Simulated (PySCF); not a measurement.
**Electronic absorption of C4H6GeO2**

Compound: C₄H₆GeO₂.
Bonds: Ge1–O2, O2–C3, C3–C4 (aromatic), C4–C5 (aromatic), C5–O6 (aromatic), O6–C7 (aromatic), C3–C7 (aromatic). Hydrogens: H8, H9, H10 on Ge1; H11 on C4; H12 on C5; H13 on C7.

Method: PySCF 2.14.0, density-fitted response routines, TDDFT CAM-B3LYP/def2-SVPD, vertical, gas phase, core orbitals frozen in the response. Isolated species at its PBE0-D3(BJ)/def2-SVP geometry (one conformer only). The CAM-B3LYP/def2-SVPD calculation is non-relativistic and has no spin–orbit coupling, an omission that weighs most on germanium. Torsions of this conformer, `[GeH3:1][O:2][c:3]1[cH:4][cH:5][o:6][cH:7]1`: Ge1–O2–C3–C4 180°.

**Question.** List the vertical singlet excitations with oscillator strengths and describe the spectrum.

**Answer.** 

```csv
state,λ (nm),E (eV),f,"main configurations (H = HOMO, L = LUMO)"
S1,229.0,5.42,0.0001,"H→L (65%), H→L+1 (23%)"
S2,209.9,5.91,0.0073,"H→L+1 (67%), H→L (20%)"
S3,208.4,5.95,0.099,H→L+2 (96%)
S4,187.4,6.62,0.0069,"H→L+3 (72%), H→L+4 (9%)"
S5,186.5,6.65,0.0001,"H→L+4 (82%), H→L+3 (10%)"
S6,182.9,6.78,0.028,"H-1→L+2 (62%), H→L+8 (20%), H→L+5 (11%)"
S7,178.6,6.94,0.0008,"H-1→L (56%), H-1→L+1 (28%)"
S8,171.4,7.23,0.036,"H→L+6 (59%), H-1→L+3 (12%)"
S9,171.3,7.24,0.142,"H→L+5 (71%), H-1→L+2 (10%)"
S10,168.6,7.36,0.0067,"H-1→L+1 (46%), H-1→L (17%), H-1→L+3 (14%)"
```

Triplets (Tamm–Dancoff): T1 3.96 eV, H→L+2 (83%); T2 5.09 eV, H-1→L+2 (75%); T3 5.24 eV, H→L (64%), H→L+1 (20%); T4 5.84 eV, H→L+1 (67%), H→L (16%), H→L+3 (8%).

The lowest singlet lies at 5.42 eV (229 nm, ultraviolet) and is dark (f under 0.0005); its leading configuration is HOMO→LUMO (65%). The most intense listed level is S9 at 7.24 eV (171 nm, f = 0.142), 1.82 eV above S1. S8/S9 lie within about 0.01 eV of each other. Löwdin shares by element: HOMO carbon 66% or more, oxygen 15% or more (atoms not listed hold the other 20%); LUMO germanium 45%, hydrogen 36% or more (atoms not listed hold the other 18%). Orbital energies (eV): HOMO-3 -11.13, HOMO-2 -10.50, HOMO-1 -8.69, HOMO -7.53, LUMO 0.63, LUMO+1 0.85, LUMO+2 1.41. Of the 10 states listed, 4 reach f = 0.01 and 2 stay under 0.0005. Weighted by f, the mean energy of these states is 6.77 eV. All these states lie below the vertical ionisation energy of 8.27 eV (ΔSCF). Singlets were solved by full linear response, triplets in the Tamm–Dancoff approximation.

On an Arm Neoverse V2 with one thread, shared host, this took 2.2 min of wall time.
